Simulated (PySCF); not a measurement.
**Energy of Sc²⁺ (scandium, charge +2) between two integer charges**

The 3d alpha orbital of [Ar] 3d1 is emptied in steps (occupation f), with all orbitals relaxed, ending at [Ar]. Calculation: PySCF 2.14, in aug-cc-pVTZ-DK (8s7p5d3f2g, 93 functions); the spin-free X2C one-electron Hamiltonian (Gaussian nucleus). The exact energy is a straight line in f; departures are measured from the line between the end points of the same method.

| f | TPSS (eV) |
| --- | --- |
| 1 | 0.000 |
| 0.8 | -1.054 |
| 0.6 | -1.596 |
| 0.4 | -1.610 |
| 0.2 | -1.081 |
| 0 | 0.000 |

```
method  E(f=0) − E(f=1) (eV)  −ε at f=1 (eV)  −ε at f=0.4 (eV)
  TPSS                25.251          18.731            26.529
```

Orbital energy along the path (eV):

| f | TPSS |
| --- | --- |
| 1 | -18.731 |
| 0.8 | -21.245 |
| 0.6 | -23.850 |
| 0.4 | -26.529 |
| 0.2 | -29.269 |
| 0 | -32.049 |

Reference removal energy between the ground levels: 24.757 eV (measured; NIST Atomic Spectra Database, ionization energies). The calculation has no spin-orbit coupling.
